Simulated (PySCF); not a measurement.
# Broadened absorption spectrum of C4H10OSi

C₄H₁₀OSi.
SMILES: `C=CCCO[SiH3]`

Computed, not measured: PySCF 2.14.0, density-fitted response routines, TDDFT B3LYP/def2-SVPD, vertical, gas phase, core orbitals frozen in the response. Geometry: PBE0-D3(BJ)/def2-SVP, one conformer, isolated molecule. Torsions of this conformer, `[CH2:1]=[CH:2][CH2:3][CH2:4][O:5][SiH3:6]`: C1–C2–C3–C4 124°, C2–C3–C4–O5 62°, C3–C4–O5–Si6 -170°.

Each state is given a Gaussian of 0.3 eV full width at half maximum, with ε(max) = 2.175×10⁸ f / Δν̃ (Δν̃ the width in cm⁻¹). The width is an assumption, not a result. The curve ends short of the highest state used, and states not computed would add to its high-energy end.

```csv
E (eV),ε (L mol⁻¹ cm⁻¹)
6.07,9
6.12,35
6.16,89
6.21,249
6.26,599
6.30,1081
6.35,1972
6.40,3088
6.44,3963
6.49,4726
6.54,4860
6.58,4478
6.63,3574
6.68,2531
6.72,1830
6.77,1329
6.82,1409
6.86,2008
6.91,3587
6.96,6229
7.00,9106
7.05,13409
7.10,17892
7.14,20993
```

Question: Where are the band maxima, and which computed states make them?

Answer: 190 nm (6.52 eV), ε about 4900, made up of S1 (97%) (ε in L mol⁻¹ cm⁻¹; maxima over ε = 5, shares over 10%). At its high-energy end, 7.14 eV, the curve is still rising (ε about 21000, from S3, S4 and S5). The states used: S1 6.52 eV (f 0.053); S2 6.69 eV (f 0.0037); S3 7.06 eV (f 0.046); S4 7.15 eV (f 0.058); S5 7.23 eV (f 0.161); S6 7.30 eV (f 0.020); S7 7.41 eV (f 0.050); S8 7.55 eV (f 0.068); S9 7.61 eV (f 0.051); S10 7.74 eV (f 0.065).

Question: Coming from long wavelengths, where does ε first pass 100 L mol⁻¹ cm⁻¹?

Answer: At about 201 nm (6.17 eV), 0.35 eV below S1.

Question: What would ε be at 6.52 eV, the highest of these maxima, with half the width (0.15 eV)?

Answer: About 9530 L mol⁻¹ cm⁻¹ against 4890, a factor of about 1.9; a lone state at its own centre would give exactly 2.

Question: On this curve, what absorbance would a 10⁻³ mol/L sample give at 193 nm over a 1 cm path?

Answer: 193 nm is 6.424 eV, where ε is about 3600 L mol⁻¹ cm⁻¹, so A = ε c l ≈ 3.6 (Beer–Lambert, with the gas-phase spectrum and the assumed width).

The vertical ionisation energy (ΔSCF) is 9.41 eV, 1.67 eV above S10.
